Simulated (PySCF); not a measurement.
PySCF input for C4H9O, SMILES C[CH]OCC, multiplicity 2, IEF-PCM-M06-2X/def2-SVP. Geometry: B3LYP-D3(BJ)/def2-SVP. The isomer is the one that the SMILES or the coordinates give; other isomers of the formula were not compared. One conformer was computed; it need not be the lowest.

```python
import numpy as np
from pyscf import gto, scf, dft
from pyscf.solvent import pcm

mol = gto.M(
    atom='''
    C     2.42598403    0.21085792   -0.28733070
    C     1.19193566   -0.14862962    0.45788806
    O     0.03108395    0.04324499   -0.22206307
    C    -1.16444699   -0.23663070    0.48553439
    C    -2.34541106    0.05667225   -0.41723406
    H     2.43636734   -0.26862770   -1.28098242
    H     2.51839807    1.30447434   -0.45991554
    H     3.32026441   -0.11500883    0.26540269
    H     1.13812850   -0.04310888    1.55143350
    H    -1.20691835    0.38386130    1.40314436
    H    -1.16560857   -1.29530100    0.80835899
    H    -3.29088734   -0.14989094    0.10764914
    H    -2.30475367   -0.56837136   -1.32240931
    H    -2.34203174    1.11239404   -0.72932282
    ''',
    basis='def2-SVP',
    charge=0,
    spin=1,
    max_memory=1600,
    verbose=3,
)
mf = dft.UKS(mol, xc='m06-2x').density_fit(auxbasis='def2-universal-jkfit')
mf.grids.level = 4
mf.conv_tol = 1e-9
mf.max_cycle = 100
mf.kernel()
fine, coarse = mf.grids, dft.Grids(mol).set(level=1).build(with_non0tab=True)
for _ in range(3):  # follow internal instabilities
    mf.grids = coarse
    mo, _, stable, _ = mf.stability(return_status=True, nroots=4)
    mf.grids = fine
    if stable:
        break
    mf.kernel(mf.make_rdm1(mo, mf.mo_occ))
res = {}
for name, eps in {'water': 78.355, 'diethylether': 4.24, 'dichloromethane': 8.93}.items():
    s = mf.PCM()
    s.with_solvent.method, s.with_solvent.eps, s.with_solvent.lebedev_order = 'IEF-PCM', eps, 29
    s.kernel(mf.make_rdm1())
    res[name] = (s.e_tot, eps, s.dip_moment(), s.mo_energy, s.converged)
    print(f'{name}: electrostatic solvation free energy {(s.e_tot - mf.e_tot) * 627.509474:.3f} kcal/mol')
```

Output:

```

WARN: HOMO -0.124900681396102 >= LUMO -0.124900681396099

converged SCF energy = -232.703902488566  <S^2> = 0.7538355  2S+1 = 2.0038318
<class 'pyscf.df.df_jk.DFUKS'> wavefunction is stable in the internal stability analysis

WARN: PCM is an experimental feature. It is still in testing.
Features and APIs may be changed in the future.

converged SCF energy = -232.707885472419  <S^2> = 0.75378527  2S+1 = 2.0037817
Dipole moment(X, Y, Z, Debye): -0.73048,  0.07195,  1.25915
water: electrostatic solvation free energy -2.499 kcal/mol

WARN: PCM is an experimental feature. It is still in testing.
Features and APIs may be changed in the future.

converged SCF energy = -232.706526417281  <S^2> = 0.75380249  2S+1 = 2.0037989
Dipole moment(X, Y, Z, Debye): -0.70012,  0.06317,  1.10975
diethylether: electrostatic solvation free energy -1.647 kcal/mol

WARN: PCM is an experimental feature. It is still in testing.
Features and APIs may be changed in the future.

converged SCF energy = -232.707222845362  <S^2> = 0.75379373  2S+1 = 2.0037901
Dipole moment(X, Y, Z, Debye): -0.71627,  0.06738,  1.18297
dichloromethane: electrostatic solvation free energy -2.084 kcal/mol
```

Self-consistency was reached.
